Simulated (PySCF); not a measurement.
Species: C4H4Cl2F (doublet state).
Structure used (GFN2-xTB), in Å, numbered top down from 1:
```
atom  x, y, z in Å
F1    -1.549    0.424   -1.166
C2    -1.354    0.033    0.126
Cl3   -2.674    0.637    1.123
C4    -0.671   -1.208    0.410
C5     0.061    0.032    0.694
C6     1.249    0.443   -0.149
Cl7    2.740   -0.308    0.480
H8    -0.447   -2.059   -0.194
H9     0.129    0.367    1.725
H10    1.393    1.523   -0.108
H11    1.129    0.119   -1.182
```

The hyperfine couplings belong to this conformer and change with its torsions.

As a line formula: `F[C@@]1(Cl)[CH][C@H]1CCl` [radical].

Level of theory: UKS B3LYP, pcH-1 on C Cl F H, non-relativistic, mean-field spin-orbit, GIAO in PySCF 2.14.0. One conformer (not necessarily the lowest) at the GFN2-xTB geometry, without solvent, vibrations or thermal averaging. Couplings are sensitive to structure, and on GFN2-xTB geometries they can be far from those on DFT ones. The SCF solution wasn't tested for stability.

Problem. Break the g tensor into its mass correction, gauge correction and orbital-Zeeman/spin–orbit terms.

Solution. 
```json
{"Δg (ppm)": "relativistic mass correction", "1": "-166", "2": "-166", "3": "-166"}
{"Δg (ppm)": "gauge correction", "1": "27", "2": "20", "3": "5"}
{"Δg (ppm)": "orbital Zeeman/spin–orbit", "1": "-404", "2": "887", "3": "1859"}
{"Δg (ppm)": "total", "1": "-542", "2": "741", "3": "1698"}
```

So g = 2.00178, 2.00306, 2.00402 and g_iso = 2.00295; the tensor is rhombic: the two nearest values differ by 43 % of g3 − g1. Axes: g2 points within 5° of the C2–C4 bond.

Problem. What effective moment and Curie constant follow for a powder?

Solution. With the mean of g² = 4.0118 and S(S+1) = 0.75: μ_eff = √(⟨g²⟩S(S+1)) = 1.735 μB and χT = 0.12505·⟨g²⟩·S(S+1) = 0.376 cm³ K/mol (cgs; spin-Hamiltonian part alone).

Problem. How much does each term add to the isotropic shift?

Solution. The orbital-Zeeman/spin–orbit term 781, the mass correction -166 and the gauge correction 17 ppm, for a total of 632 ppm. The orbital-Zeeman/spin–orbit term is the largest in size. The mass correction is the same along every axis, so the anisotropy comes from the other two: their spans along these axes are 22 (gauge) and 2262 ppm (orbital Zeeman/spin–orbit).

Problem. In a frozen sample, at which fields do the three g values resonate at 9.5, 34, 94 and 263 GHz (hyperfine left aside), and which band first spreads them over more than twice a line width of 0.5 mT?

Solution. 
```tsv
band	GHz	B(g3) mT	B(g2) mT	B(g1) mT	spread mT
X	9.5	338.70	338.86	339.08	0.38
Q	34.0	1212.18	1212.76	1213.53	1.36
W	94.0	3351.31	3352.91	3355.06	3.75
J	263.0	9376.54	9381.02	9387.04	10.49
```

The spread grows in proportion to the frequency. Q band is the first where it exceeds 1.0 mT.

The largest Mulliken spin population is on C4 (+0.93). The angles at C4 add up to 328.1°, so it is pyramidal.

The HOMO–LUMO gaps are 7.08 eV among the α and 4.60 eV among the β orbitals.
